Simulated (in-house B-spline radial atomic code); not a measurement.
Configurations of the boron ion B⁺, with energies counted from [He] 2s2. Method: Dirac-Hartree-Fock, average of configuration, Fermi nucleus of rms radius 2.406 fm. Calculated with a radial B-spline atomic code at the basis-set limit. Energies include first-order Breit, QED and recoil terms.

| configuration | E - E(ref) (eV) | highest orbital | its <r> (bohr) |
| --- | --- | --- | --- |
| [He] 2s1 (4p1/2)1 | 19.66 | 4p1/2 | 10.31 |
| [He] 2s1 (5d5/2)1 | 21.236 | 5d5/2 | 16.92 |
| [He] 2s1 (5f5/2)1 | 21.27 | 5f5/2 | 15.73 |
| [He] 2s1 (5g7/2)1 | 21.272 | 5g7/2 | 13.75 |
| [He] 2s1 (6p3/2)1 | 21.828 | 6p3/2 | 24.71 |
| [He] 2s1 (6g9/2)1 | 21.937 | 6g9/2 | 22 |

**Question.** Order these further configurations by energy, lowest first.
A. [He] 2s1 (6d5/2)1
B. [He] 2s1 (3p3/2)1
C. [He] 2s1 (4d3/2)1
D. [He] 2s1 (6f7/2)1
E. [He] 2s1 (2p1/2)1

**Answer.** E (4.6511 eV), B (16.413 eV), C (19.98 eV), A (21.916 eV), D (21.936 eV).

**Question.** How far above the reference does [He] 2s1 (5p3/2)1 lie?

**Answer.** 21.08 eV; its least bound orbital is 5p3/2 with <r> = 16.76 bohr.
